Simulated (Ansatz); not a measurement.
System: CH₆Ge, charge 0, multiplicity 1. SMILES: [CH3][GeH3]
Structure (B3LYP-D3(BJ)/def2-TZVP (Ansatz, a first-principles code) minimum search):
```
Ge
H 1 1.5406
H 1 1.5406 2 108.57
H 1 1.5406 2 108.57 3 117.87
C 1 1.9658 2 110.35 4 121.07
H 5 1.0895 1 110.20 2 60.00
H 5 1.0895 6 108.73 1 -120.89
H 5 1.0895 6 108.73 7 -118.23
```
Charge 0, spin multiplicity 1.

Wanted: vertical ionisation energy (to the doublet state of charge +1; each state is the SCF solution reached for its spin; the molecule has degenerate orbitals, so one determinant may break the symmetry), in eV. Correlated levels leave the core frozen unless marked. Open shells are spin-unrestricted. Spin-orbit coupling is left out. The frozen core is the preceding noble-gas configuration, with the filled d and f shells of earlier blocks. No relativistic terms. CBS marks a two-point X^-3 extrapolation of the correlation energy; Hartree-Fock from the larger set. The bracket is a focal-point correction in the basis named.

```csv
level,program,vertical ionisation energy (eV),minus last row
HF/def2-TZVPPD,Ansatz,10.26,-1.11
CAM-B3LYP/def2-TZVPD,Ansatz,11.25,-0.12
wB97X-V/def2-TZVPD,Ansatz,11.26,-0.11
MP2/aug-cc-pVDZ,Ansatz,11.30,-0.07
MP2/aug-cc-pVQZ,Ansatz,11.44,0.07
RI-MP2/aug-cc-pVQZ,Ansatz,11.44,0.07
"RI-MP2/CBS(def2-TZVPPD,def2-QZVPPD)",Ansatz,11.46,0.09
SCS-MP2/def2-SVPD,Ansatz,11.28,-0.09
SCS-MP2/def2-TZVPPD,Ansatz,11.34,-0.03
SCS-MP2/aug-cc-pVQZ,Ansatz,11.40,0.03
CCSD/aug-cc-pVDZ,Ansatz,11.18,-0.19
CCSD/def2-TZVPPD,Ansatz,11.24,-0.13
CCSD/def2-QZVPPD,Ansatz,11.27,-0.10
"RI-MP2/CBS(def2-TZVPPD,def2-QZVPPD)+[CCSD(T)-MP2]/def2-QZVPPD",Ansatz,11.37,0.00
"CCSD(T)/CBS(aug-cc-pVTZ,aug-cc-pVQZ)",Ansatz,11.37,0.00
```
